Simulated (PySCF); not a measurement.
**SmO: energy against distance**

Set-up: PySCF, spin-free X2C with a Gaussian nucleus, basis sets Sm x2c-SVPall, O x2c-SVPall. Energies in eV from Sm (4f6 6s2) + O in their ground configurations at the same level. State: septet, about 5.6 electrons in the 4f shell (Mulliken), real f orbitals that mix terms.

All columns are PBE0. A positive dipole means Sm(−)O(+).

| R (Å) | E (eV) | μ (D) | Mulliken charge on Sm (basis-dependent) | HOMO (eV) | LUMO (eV) | Mayer bond order | ⟨S²⟩ |
| --- | --- | --- | --- | --- | --- | --- | --- |
| 1.560 | -3.982 | -1.64 | 0.14 | -3.73 | -1.55 | 2.42 | 12.03 |
| 1.633 | -4.758 | -2.11 | 0.22 | -3.82 | -1.77 | 2.40 | 12.04 |
| 1.705 | -5.192 | -2.91 | 0.30 | -3.84 | -1.82 | 2.37 | 12.05 |
| 1.760 | -5.349 | -3.61 | 0.35 | -3.87 | -1.84 | 2.35 | 12.05 |
| 1.814 | -5.393 | -4.31 | 0.39 | -3.90 | -1.87 | 2.33 | 12.05 |
| 1.868 | -5.346 | -4.97 | 0.43 | -3.94 | -1.90 | 2.31 | 12.06 |
| 1.941 | -5.175 | -5.79 | 0.47 | -4.00 | -1.95 | 2.28 | 12.06 |
| 2.032 | -4.842 | -6.68 | 0.51 | -4.09 | -2.01 | 2.25 | 12.08 |
| 2.140 | -4.338 | -7.45 | 0.54 | -4.20 | -2.10 | 2.19 | 12.12 |
| 2.286 | -3.616 | -7.28 | 0.55 | -4.25 | -2.21 | 2.01 | 12.33 |

A fit through these points gives, at Re = 1.811 Å, μ = -4.27 D and dμ/dR = -12.6 D/Å; the reduced mass is 14.47 u.

Question: How strong is the fundamental in the double-harmonic approximation, I = 42.26·(dμ/dR)²/μred km/mol?

Answer: I = 42.26·(-12.6)²/14.47 = 464 km/mol at PBE0.

⟨S²⟩ of the unrestricted solution departs from its pure value on part of the curve, where spin states mix. Spin–orbit coupling is left out, which matters for elements this heavy, above all for dissociation energies. With d or f electrons several states lie close, and the lowest PBE0 determinant need not be the measured ground state.
